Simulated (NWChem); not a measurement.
SnH4O; SMILES [OH][SnH3]

```xyz
6

Sn    -0.0055     0.2710     0.0000
O     -0.0629    -1.7202     0.0000
H      0.8083     0.8115     1.4115
H     -1.6559     0.6981     0.0000
H      0.8083     0.8115    -1.4115
H      0.8177    -2.1112     0.0000
```
Atoms are numbered in this order, from 1.

All runs use the structure optimised with PBE0/def2-SVP. No frequency run checked for a minimum. def2 effective core potentials on Sn; no spin-orbit coupling.

Symmetry labels are those of Cs in the frame above (b1 and b2, or b-type labels, depend on it).

Task: List the 4 lowest vertical singlet excitations from CAM-B3LYP/def2-SVPD with def2 effective core potentials on Sn, TDA (NWChem).

Result: 
```json
[
 {"state": "S1", "energy (eV)": "6.19", "oscillator strength": "0.018", "symmetry": "a\"", "leading excitation (squared amplitude)": "HOMO → LUMO (0.93)"},
 {"state": "S2", "energy (eV)": "7.24", "oscillator strength": "0.063", "symmetry": "a'", "leading excitation (squared amplitude)": "HOMO−1 → LUMO (0.93)"},
 {"state": "S3", "energy (eV)": "7.40", "oscillator strength": "0.055", "symmetry": "a\"", "leading excitation (squared amplitude)": "HOMO → LUMO+1 (0.91)"},
 {"state": "S4", "energy (eV)": "7.88", "oscillator strength": "0.020", "symmetry": "a\"", "leading excitation (squared amplitude)": "HOMO−3 → LUMO (0.71)"}
]
```
